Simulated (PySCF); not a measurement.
C4H12N2P2.
Bonds: C1–N2, N2–C3, C3–C4, C4–N5, N5–C6, N5–P7, P7–P8, N2–P7. Hydrogens: H9, H10, H11 on C1; H12, H13 on C3; H14, H15 on C4; H16, H17, H18 on C6; H19, H20 on P8.

The same species was optimised twice, with GFN2-xTB and with PBE0-D3(BJ)/def2-SVP (PySCF), and the same property calculations (PySCF, gas phase) were run on both structures.

| coordinate | GFN2-xTB | PBE0-D3(BJ)/def2-SVP | change |
| --- | --- | --- | --- |
| P7–P8 (Å) | 2.223 | 2.297 | +0.074 |
| N2–P7 (Å) | 1.713 | 1.723 | +0.010 |
| N5–C6 (Å) | 1.447 | 1.438 | -0.009 |
| C1–N2 (Å) | 1.444 | 1.438 | -0.006 |
| C4–N5 (Å) | 1.453 | 1.450 | -0.003 |
| N2–C3 (Å) | 1.452 | 1.450 | -0.002 |
| C3–C4 (Å) | 1.518 | 1.520 | +0.002 |
| N5–P7 (Å) | 1.721 | 1.721 | 0.000 |
| C4–N5–C6 (°) | 114.7 | 117.0 | +2.3 |
| C6–N5–P7 (°) | 118.8 | 120.7 | +1.9 |
| C1–N2–P7 (°) | 117.3 | 119.1 | +1.8 |
| C1–N2–C3 (°) | 115.2 | 117.0 | +1.8 |
| C4–N5–P7 (°) | 111.5 | 113.2 | +1.7 |
| N5–P7–P8 (°) | 95.4 | 96.8 | +1.4 |
| N2–P7–N5 (°) | 91.8 | 90.8 | -1.0 |
| C3–C4–N5 (°) | 104.9 | 105.9 | +1.0 |

Rotational constants: A = 1740, B = 1436, C = 998.5 MHz (GFN2-xTB) against A = 1659, B = 1404, C = 981.2 MHz (PBE0-D3(BJ)/def2-SVP). Point groups within 0.08 Å: C1 and C1.

On the GFN2-xTB structure: HOMO (eV) -5.53 [PBE0/pcSseg-1]; LUMO (eV) 0.35 [PBE0/pcSseg-1]; dipole (D) 1.47 [PBE0/pcSseg-1]; GIAO shielding of C1/C6 (mean) (ppm) 148.8 [PBE0/pcSseg-1]; GIAO shielding of N2/N5 (mean) (ppm) 223.0 [PBE0/pcSseg-1]; GIAO shielding of C3/C4 (mean) (ppm) 127.8 [PBE0/pcSseg-1]; GIAO shielding of P7 (ppm) 179.0 [PBE0/pcSseg-1]; GIAO shielding of P8 (ppm) 532.7 [PBE0/pcSseg-1].

What do these properties become on the PBE0-D3(BJ)/def2-SVP structure?

```
                                    property          level  on GFN2-xTB  on PBE0-D3(BJ)/def2-SVP  change
                                   HOMO (eV)  PBE0/pcSseg-1        -5.53                    -5.55   -0.02
                                   LUMO (eV)  PBE0/pcSseg-1         0.35                     0.21   -0.14
                                  dipole (D)  PBE0/pcSseg-1         1.47                     1.60   +0.13
energy, GFN2-xTB geometry as zero (kcal/mol)  PBE0/pcSseg-1          0.0                     -2.5    -2.5
        GIAO shielding of C1/C6 (mean) (ppm)  PBE0/pcSseg-1        148.8                    148.5    -0.3
        GIAO shielding of N2/N5 (mean) (ppm)  PBE0/pcSseg-1        223.0                    220.9    -2.1
        GIAO shielding of C3/C4 (mean) (ppm)  PBE0/pcSseg-1        127.8                    127.9    +0.1
                  GIAO shielding of P7 (ppm)  PBE0/pcSseg-1        179.0                    166.3   -12.7
                  GIAO shielding of P8 (ppm)  PBE0/pcSseg-1        532.7                    504.8   -27.9
```

The heavy atoms differ by 0.067 Å rms after alignment. Among bonds between heavy atoms P7–P8 changes most (+0.074 Å). Changes are differences of the printed values. Neither structure is proved a minimum here.
